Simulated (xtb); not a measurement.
xtb input:

```bash
xtb mol.xyz --gfnff --opt tight --chrg 0 --uhf 0
```
mol.xyz:
```
5

F     -0.09737281    -0.15784384     2.05965334
Sn    -0.00761532    -0.01234463     0.16108113
Cl    -1.83715674    -1.11130773    -0.69763873
Cl     1.96020999    -0.99747128    -0.50938926
Cl    -0.04910493     2.22865114    -0.35714475
```

**Question.** What final total energy does it print?

**Answer.** -0.16944 Eh (GFN-FF).
